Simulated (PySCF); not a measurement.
Correlation energy of Zr (zirconium, neutral)

[Kr] 4d2 5s1 5p1, one real determinant (an excited configuration). Computed with PySCF 2.14 in x2c-TZVPPall with one added diffuse shell each of s, p, d, f type (9s7p7d3f1g, 95 functions), with the spin-free X2C one-electron Hamiltonian (Gaussian nucleus). Frozen: [Ar] 3d10; 12 electrons correlated.

| level | correlation energy (mhartree) |
| --- | --- |
| CCSD | -249.92 |
| (T) | -6.74 |
| CCSD(T) | -256.66 |

Diagnostics: T1 = 0.014, D1 = 0.0599, largest double amplitude 0.047.

The real determinant used has ⟨L²⟩ near 14 against 20 for a pure G term, so it mixes terms.

Cost of the coupled-cluster step: of the order of 100 core-seconds, for 12 correlated electrons.

The reference is one real determinant that mixes LS terms of this configuration.

This basis was not built for core-valence correlation, so the inner-shell part is incomplete.
